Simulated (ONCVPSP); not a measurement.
What one change does to a pseudopotential (caesium, ONCV)

ONCVPSP 4.0.1 input, shortened (lines: element, Z, core and valence counts, functional; n l f; lmax; l rc ep ncon nbas qcut; lloc lpopt rc5 dvloc0; l nproj debl; icmod fcfact rcfact), PBE, scalar-relativistic:

```
  Cs 55.00    9    3        4      upf
    1    0    2.00
    2    0    2.00
    2    1    6.00
    3    0    2.00
    3    1    6.00
    3    2   10.00
    4    0    2.00
    4    1    6.00
    4    2   10.00
    5    0    2.00
    5    1    6.00
    6    0    1.00
    2
    0    3.30    0.00    5    8    3.00
    1    2.60    0.00    4    7    4.40
    2    2.85    0.28    3    6    3.80
    4    5    2.25    2.00
    0    2    2.40
    1    3    2.40
    2    3    0.60
    0    0.00    0.00
```

In the d channel the program set the typed energies aside and used 0.050, 0.650, 1.250 Ha.

Change: local potential polynomial inside 2.25 bohr (lpopt 5, dvloc0 7.5 Ha).

Cutoffs: the cutoffs (Ha) at which the residual kinetic energy of the hardest occupied pseudo-wave falls to 1 and 0.1 mHa per electron; they do not see the model core or the augmentation charge, which bear on the density cutoff. Errors are all-electron minus pseudo energies relative to the spin-unpolarised reference configuration.

Q: What does the change do?

A: The potential gets neither clearly harder nor softer (5.8 Ha and 8.4 Ha → 5.8 Ha and 8.4 Ha); the errors of the 4 common tests hardly move; neither file shows a bound ghost.

```tsv
quantity	base	changed
cutoff, loose	5.8 Ha	5.8 Ha
cutoff, tight	8.4 Ha	8.4 Ha
bound ghosts	none	none
GHOST(+) flags under 300 eV	none	none
error for 5s2 5p6 6s0, meV [ΔE 3.86 eV]	-0.4	-0.4
error for 5s2 5p6 6s0.5, meV [ΔE 1.47 eV]	-0.1	-0.1
error for 5s2 5p6 6s0 6p1, meV [ΔE 1.37 eV]	0.0	0.0
error for 5s2 5p5 6s1, meV [ΔE 17.87 eV]	-11	-12
s: phases at 3.36 bohr within 0.05 rad from the reference energy up to (Ha; the scan ends near 5)	1.7	2.3
p: phases at 2.64 bohr within 0.05 rad from the reference energy up to (Ha; the scan ends near 5)	to the end of the scan	to the end of the scan
d: phases at 2.89 bohr within 0.05 rad from the reference energy up to (Ha; the scan ends near 5)	to the end of the scan	4.1
```
